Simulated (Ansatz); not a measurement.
`[CH3][SnH]([CH3])[Cl]` + H₂O → `[CH3][SnH]([CH3])[OH]` + HCl  (formal hydrolysis of the Sn–Cl bond)

Computed with Ansatz on PBE0-D4/def2-TZVP structures; ΔE is electronic, products minus reactants. CCSD(T)/CBS is the MP2 limit (def2-TZVPP, def2-QZVPP) plus CCSD(T) − MP2 in def2-TZVPP, frozen cores. This one scheme is used for every species. Functionals use def2-TZVPP. HSE06 is defined as in plane-wave codes. def2 core potentials past Kr. For Sn outer-core shells are correlated without core-valence functions, which leaves a few kJ/mol of doubt a bond. Each species was taken in one conformer, which may not be the lowest.

| level | ΔE (kJ/mol) | difference from CCSD(T)/CBS |
| --- | --- | --- |
| revPBE-D4 | 79.9 | -2.3 |
| BLYP-D4 | 76.6 | -5.6 |
| r2SCAN-D4 | 81.8 | -0.4 |
| PBE-QIDH | 85.7 | 3.5 |
| BLYP | 73.8 | -8.4 |
| r2SCANh | 83.6 | 1.4 |
| r2SCAN0 | 86.6 | 4.4 |
| HSE06 | 85.6 | 3.4 |
| CAM-B3LYP | 76.9 | -5.3 |
| RPA@PBE/def2-TZVPP | 71.1 | -11.1 |
| MP2/def2-SVP | 77.8 | -4.4 |
| CCSD(T)/def2-SVP | 77.2 | -5.0 |
| HF/def2-TZVPP | 90.3 | 8.1 |
| CCSD(T)/def2-TZVPP | 77.2 | -5.0 |
| MP2/def2-QZVPP | 83.8 | 1.6 |
| CCSD/CBS(def2) | 83.6 | 1.4 |
| CCSD(T)/CBS | 82.2 | 0 |

Largest T1 diagnostic among the species: 0.012.

From BLYP to BHLYP (50 % exact exchange), in def2-TZVPP and without D4, ΔE moves by +10.7 kJ/mol. In def2-TZVPP, CCSD(T) changes the Hartree–Fock value by −13.1 kJ/mol (the triples alone add −1.4 kJ/mol) and MP2 by −9.4 kJ/mol.

CCSD(T)/CBS has its own doubt, a few kJ/mol and more with outer-core shells, so smaller differences from it don't rank the levels.
